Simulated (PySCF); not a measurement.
First SCF of a structure search on triplet Co(OH)3, at a hand-made trigonal planar (heavy-atom frame) geometry. PySCF input:

```python
from pyscf import gto, scf, dft
mol = gto.M(atom='''
Co     0.000000     0.000000     0.000000
O      1.740000     0.000000     0.000000
O     -0.870000     1.506900     0.000000
O     -0.870000    -1.506900     0.000000
H      2.357100    -0.735400     0.000000
H     -0.541700     2.409000     0.000000
H     -1.815400    -1.673600     0.000000''',
    basis={'Co': 'def2-TZVP', 'O': 'def2-TZVP', 'H': 'def2-TZVP'},
    charge=0, spin=2)
mf = dft.UKS(mol, xc='PBE0')
mf.grids.atom_grid = (50, 194)
aux = {'Co': 'def2-universal-JKFIT', 'O': 'def2-universal-JKFIT', 'H': 'def2-universal-JKFIT'}
mf = mf.density_fit(auxbasis=aux)
mf.conv_tol = 1e-08
mf.diis_space = 10
mf.max_cycle = 60
mf.init_guess = 'minao'
mf.verbose = 4
mf.kernel()
```

Excerpt of the output (cycles alone); where DIIS stalls, ADIIS, DIIS with a small level shift and a second-order solver take over in turn:

```
init E= -1608.8661184418
cycle= 1 E= -1590.54279192403  delta_E= 18.3  |g|= 5.52  |ddm|= 9.61
cycle= 2 E= -1500.14349126262  delta_E= 90.4  |g|= 17.9  |ddm|= 15.7
cycle= 3 E= -1567.63212274391  delta_E= -67.5  |g|= 12.6  |ddm|= 7.13
cycle= 4 E= -1581.87435377655  delta_E= -14.2  |g|= 10.6  |ddm|= 2.73
cycle= 5 E= -1586.68750056697  delta_E= -4.81  |g|= 9.17  |ddm|= 2.64
cycle= 6 E= -1592.88262800992  delta_E= -6.2  |g|= 8.01  |ddm|= 2.96
cycle= 7 E= -1595.14781068412  delta_E= -2.27  |g|= 7.22  |ddm|= 2.63
cycle= 8 E= -1600.05593766687  delta_E= -4.91  |g|= 5.88  |ddm|= 3.17
cycle= 9 E= -1601.01182945448  delta_E= -0.956  |g|= 5.45  |ddm|= 1.64
cycle= 10 E= -1602.92702404494  delta_E= -1.92  |g|= 4.87  |ddm|= 1.52
cycle= 11 E= -1604.73317008357  delta_E= -1.81  |g|= 4.04  |ddm|= 1.41
cycle= 12 E= -1586.60811351492  delta_E= 18.1  |g|= 6.34  |ddm|= 14.7
cycle= 13 E= -1607.44596595791  delta_E= -20.8  |g|= 2.85  |ddm|= 14.6
... 34 lines left out ...
cycle= 48 E= -1609.85604648383  delta_E= -1.9e-06  |g|= 0.000468  |ddm|= 0.0168
cycle= 49 E= -1609.85604744136  delta_E= -9.58e-07  |g|= 0.00119  |ddm|= 0.0275
cycle= 50 E= -1609.85604766432  delta_E= -2.23e-07  |g|= 0.000358  |ddm|= 0.00932
cycle= 51 E= -1609.85604819818  delta_E= -5.34e-07  |g|= 0.000643  |ddm|= 0.0215
cycle= 52 E= -1609.8560483706  delta_E= -1.72e-07  |g|= 0.000378  |ddm|= 0.00436
cycle= 53 E= -1609.85604844333  delta_E= -7.27e-08  |g|= 1.31e-05  |ddm|= 0.000807
cycle= 54 E= -1609.85604844787  delta_E= -4.54e-09  |g|= 0.000124  |ddm|= 0.00379
cycle= 55 E= -1609.85604845392  delta_E= -6.05e-09  |g|= 2.32e-05  |ddm|= 0.0011
Extra cycle  E= -1609.8560484512  delta_E= 2.72e-09  |g|= 0.00011  |ddm|= 4.89e-05
converged SCF energy = -1609.8560484512  <S^2> = 3.0110154  2S+1 = 3.6116564
```

This is not the lowest solution: all starts ended here, but a stability analysis within the same unrestricted form found one 22.8 kJ/mol lower, at -1609.86471 Eh.

With open d or f shells other occupations or spin states may lie lower.

The search for the lowest solution, 3 starts and the stability check together, took 2.2 min on 4 threads of a shared Arm Neoverse V2 host, with 156 basis functions; the process peaked at 0.93 GiB. Launch command: `OMP_NUM_THREADS=4 python axn.py task.json out`.
